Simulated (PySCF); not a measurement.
# GaBr: script and output

Input:

```python
from pyscf import gto, scf

mol = gto.M(
    atom='Ga 0 0 0; Br 0 0 2.32',
    basis='6-31g',
    charge=0,
    spin=0,
    verbose=3,
)
mf = scf.UHF(mol)
mf = mf.density_fit(auxbasis='def2-universal-jkfit')
mf.kernel()
mf.analyze()
print('orbital energies (hartree):', [e[max(0, n-3):n+3].round(4) for e, n in zip(mf.mo_energy, mol.nelec)])
```

```bash
$ OMP_NUM_THREADS=1 python input.py
```

It prints (some set-up lines and the per-cycle HOMO/LUMO lines with their warnings removed):

```
converged SCF energy = -4495.03491981153  <S^2> = 6.5426775e-11  2S+1 = 1
**** MO energy ****
                             alpha | beta                alpha | beta
[22 lines left out]
MO #23  energy= -3.11604431399628  | -3.11604448511158  occ= 1 | 1
MO #24  energy= -1.19322027229021  | -1.19322033908922  occ= 1 | 1
MO #25  energy= -1.19277081343092  | -1.19277083051759  occ= 1 | 1
MO #26  energy= -1.19277081343091  | -1.19277083051758  occ= 1 | 1
MO #27  energy= -1.19040759496999  | -1.190407577839    occ= 1 | 1
MO #28  energy= -1.19040759496998  | -1.19040757783899  occ= 1 | 1
MO #29  energy= -0.98480902211403  | -0.984810875066826 occ= 1 | 1
MO #30  energy= -0.525639653691472 | -0.52563998327221  occ= 1 | 1
MO #31  energy= -0.411501241461799 | -0.411502736305379 occ= 1 | 1
MO #32  energy= -0.411501241461793 | -0.411502736305365 occ= 1 | 1
MO #33  energy= -0.339562870276085 | -0.339563113981869 occ= 1 | 1
MO #34  energy= 0.0214676417163018 | 0.0214678529337197 occ= 0 | 0
MO #35  energy= 0.0214676417163087 | 0.021467852933731  occ= 0 | 0
MO #36  energy= 0.0910868160808418 | 0.0910869946112483 occ= 0 | 0
[18 lines left out]

To work with the spin densities directly, `use mulliken_meta_spin()` only printing them here.

 ** Mulliken spin pop alpha/beta on meta-lowdin orthogonal AOs **
 ** Mulliken Spin Density (per atom)  **
spin density of  0 Ga =      0.00001
spin density of  1 Br =     -0.00001
 ** Mulliken pop alpha/beta on meta-lowdin orthogonal AOs **
 ** Mulliken atomic charges   ( Nelec_alpha | Nelec_beta ) **
charge of  0Ga =      0.33741  (    15.33130     15.33129 )
charge of  1Br =     -0.33741  (    17.66870     17.66871 )
Dipole moment(X, Y, Z, Debye):  0.00000,  0.00000, -3.13348
orbital energies (hartree): [array([-0.4115, -0.4115, -0.3396,  0.0215,  0.0215,  0.0911]), array([-0.4115, -0.4115, -0.3396,  0.0215,  0.0215,  0.0911])]
```

In short: E(SCF) = -4495.034920 Eh, μz(SCF) = -3.13 D.

It ran on Intel Xeon 6975P-C (1 thread, shared host) in 0.84 s.

The bond length is a typed value, not an optimised one. No search for the lowest solution was made.
